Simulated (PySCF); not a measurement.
## Correlation energy of Cl²⁺ (chlorine, charge +2)

[Ne] 3s2 3p2 3d1, one real determinant (an excited configuration). All numbers are calculated (PySCF 2.14, scalar relativity by spin-free X2C-1e, in aug-cc-pVQZ-DK). Frozen: [Ne]; 5 electrons correlated.

```tsv
level	correlation energy (mhartree)
CCSD	-141.05
(T)	-20.10
CCSD(T)	-161.15
```

Diagnostics: T1 = 0.029, D1 = 0.0902, largest double amplitude 0.381.

The real determinant used has ⟨L²⟩ near 8 against 12 for a pure F term, so it mixes terms. The outer electron is Rydberg-like, and this basis confines it to a smaller radius and binds it less than a complete one would. A double-excitation amplitude exceeds 0.15, a sign of near-degeneracy.

Cost of the coupled-cluster step: roughly 16 core-seconds, for 5 correlated electrons.

Iterations:

```
CC2 = 0
CCSD nocc = (np.int64(4), np.int64(1)), nmo = (79, 79)
frozen orbitals [[0, 1, 2, 3, 4], [0, 1, 2, 3, 4]]
max_cycle = 100
direct = 0
conv_tol = 1e-08
conv_tol_normt = 1e-06
diis_space = 8
diis_start_cycle = 0
Init t2, MP2 energy = -0.123555044710062
Init E_corr(UCCSD) = -0.123555044717509
cycle = 1  E_corr(UCCSD) = -0.15257190357651  dE = -0.0290168589  norm(t1,t2) = 0.178018
cycle = 2  E_corr(UCCSD) = -0.171670805361757  dE = -0.0190989018  norm(t1,t2) = 0.201317
cycle = 3  E_corr(UCCSD) = -0.106652537024816  dE = 0.0650182683  norm(t1,t2) = 0.237391
cycle = 4  E_corr(UCCSD) = -0.144835318281334  dE = -0.0381827813  norm(t1,t2) = 0.0743425
cycle = 5  E_corr(UCCSD) = -0.141920376315502  dE = 0.00291494197  norm(t1,t2) = 0.114748
cycle = 6  E_corr(UCCSD) = -0.141525716355801  dE = 0.00039465996  norm(t1,t2) = 0.0759566
cycle = 7  E_corr(UCCSD) = -0.14136370218499  dE = 0.000162014171  norm(t1,t2) = 0.0197686
cycle = 8  E_corr(UCCSD) = -0.1412161200698  dE = 0.000147582115  norm(t1,t2) = 0.0180098
cycle = 9  E_corr(UCCSD) = -0.141252797976984  dE = -3.66779072e-05  norm(t1,t2) = 0.00619224
cycle = 10  E_corr(UCCSD) = -0.140921682982676  dE = 0.000331114994  norm(t1,t2) = 0.00102846
cycle = 11  E_corr(UCCSD) = -0.141105208690269  dE = -0.000183525708  norm(t1,t2) = 0.000639441
cycle = 12  E_corr(UCCSD) = -0.14104587038463  dE = 5.93383056e-05  norm(t1,t2) = 0.000237901
cycle = 13  E_corr(UCCSD) = -0.141052280951943  dE = -6.41056731e-06  norm(t1,t2) = 3.30896e-05
cycle = 14  E_corr(UCCSD) = -0.141052699641967  dE = -4.18690023e-07  norm(t1,t2) = 6.03209e-06
cycle = 15  E_corr(UCCSD) = -0.141052816901616  dE = -1.1725965e-07  norm(t1,t2) = 1.67208e-06
cycle = 16  E_corr(UCCSD) = -0.141052847150646  dE = -3.02490293e-08  norm(t1,t2) = 4.34489e-07
cycle = 17  E_corr(UCCSD) = -0.141052838955042  dE = 8.19560372e-09  norm(t1,t2) = 1.40138e-07
UCCSD converged
E(UCCSD) = -459.0423035169293  E_corr = -0.141052838955042
UCCSD(T) correction = -0.0200959543842949
```

The reference is one real determinant that mixes LS terms of this configuration.
